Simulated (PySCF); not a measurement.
SMILES CO[Si](O)(O)c1ccccc1 (C7H10O3Si) (GFN2-xTB optimised geometry):

```
21

C     -0.961     2.139    -0.940
O     -1.192     1.126     0.000
Si    -0.533    -0.370     0.000
O     -0.782    -1.194    -1.382
O      1.095    -0.370     0.000
C     -1.302    -1.167     1.522
C     -0.954    -2.475     1.847
C     -1.491    -3.107     2.954
C     -2.394    -2.436     3.762
C     -2.752    -1.135     3.455
C     -2.210    -0.510     2.346
H      0.093     2.426    -0.949
H     -1.236     1.807    -1.943
H     -1.570     2.999    -0.660
H     -1.667    -1.436    -1.638
H      1.570     0.014     0.731
H     -0.249    -2.999     1.218
H     -1.206    -4.123     3.188
H     -2.815    -2.927     4.628
H     -3.456    -0.607     4.082
H     -2.490     0.504     2.106
```

Calculation: PBE0/def2-SVP run with PySCF.

Task: What are the frontier orbital energies and the dipole moment?

Result: HOMO-2 -8.18 eV, HOMO-1 -7.29 eV, HOMO -7.27 eV, LUMO -0.41 eV, LUMO+1 0.00 eV; dipole moment 1.43 D.

On the same geometry PBE/def2-SVP (PySCF 2.14.0) gives HOMO-2 -6.52 eV, HOMO-1 -6.22 eV, HOMO -6.16 eV, LUMO -1.25 eV, LUMO+1 -0.91 eV; dipole moment 1.26 D.

Meta-Löwdin charges at PBE0/def2-SVP: C1 -0.07, O2 -0.61, Si3 1.37, O4 -0.71, O5 -0.71, C6 -0.27, C7 -0.10, C8 -0.11, C9 -0.10, C10 -0.11, C11 -0.09, H12 0.09, H13 0.09, H14 0.11, H15 0.33, H16 0.33, H17 0.11, H18 0.11, H19 0.11, H20 0.11, H21 0.11.
